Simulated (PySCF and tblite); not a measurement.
Results of a calculation; reference values are marked as such.
Stationary points of C5HClN2O2 at GFN2-xTB, in Å:

Structure A

```
 1 N    -2.970   -0.944   -0.024
 2 C    -2.148   -0.214   -0.338
 3 C    -1.054    0.653   -0.749
 4 O    -1.187    1.768   -1.164
 5 C     0.258   -0.074   -0.633
 6 Cl    0.725   -0.915   -2.084
 7 C     1.023   -0.104    0.474
 8 O     2.193   -0.746    0.592
 9 C     0.567    0.599    1.627
10 N     0.182    1.165    2.543
11 H     2.411   -1.187   -0.243
```

Structure B

```
 1 N    -2.767    0.592    0.913
 2 C    -1.956    0.450    0.119
 3 C    -1.080    0.307   -1.036
 4 O    -1.525    0.472   -2.149
 5 C     0.316   -0.037   -0.772
 6 Cl    1.298   -0.211   -2.205
 7 C     0.921   -0.233    0.434
 8 O     2.206   -0.547    0.558
 9 C     0.237   -0.116    1.679
10 N    -0.226   -0.043    2.722
11 H     2.613   -0.610   -0.327
```

Structure C

```
 1 N    -3.016   -0.685   -1.839
 2 C    -2.236   -0.253   -1.124
 3 C    -1.258    0.309   -0.203
 4 O    -1.528    1.213    0.554
 5 C     0.057   -0.324   -0.291
 6 Cl    0.281   -1.620   -1.441
 7 C     1.114    0.051    0.484
 8 O     2.313   -0.511    0.422
 9 C     0.990    1.104    1.438
10 N     0.976    1.936    2.224
11 H     2.313   -1.217   -0.249
```

Geometries: GFN2-xTB; energies: revPBE/pcSseg-1 + D3(BJ); zero-point and thermal terms from GFN2-xTB harmonic modes (soft modes blended into free rotors).

Task: Which structure is a saddle point, and along which motion?

Result: A: one imaginary mode (57i cm⁻¹ at GFN2-xTB, mostly on O4, N1, Cl6), along the rotation about the C3–C5 bond (torsion C2–C3–C5–Cl6 from 0° to 179°, rising).

Task: Give their symmetry and energies above the lowest.

Result: A C1, 8.3 kcal/mol; B Cs, 0.9 kcal/mol; C Cs, 0.0 kcal/mol.
